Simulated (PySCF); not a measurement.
GeH3O4, SMILES [Ge]([OH])([OH])([OH])[O], multiplicity 2.

Geometry: B3LYP-D3(BJ)/def2-SVP. The isomer is the one that the SMILES or the coordinates give; other isomers of the formula were not compared. One conformer was computed; it need not be the lowest.

All values below come from B3LYP/def2-TZVP (PySCF).

Isolated molecule, no solvent.

Computed frontier levels, dipole moment and polarisability:
- α spin, highest occupied and lowest empty level: -9.23 and -0.94 eV
- β spin, highest occupied and lowest empty level: -8.88 and -5.18 eV
- dipole moment: 1.42 D
- quadrupole, principal values (traceless, Buckingham form, about the centre of nuclear charge): -7.80, 2.68, 5.12 D·Å
- mean static polarisability: 40.3 bohr³ (5.98 Å³)
- polarisability, principal values: 39.2, 40.3, 41.5 bohr³
- ⟨S²⟩: 0.753 (pure state 0.75)
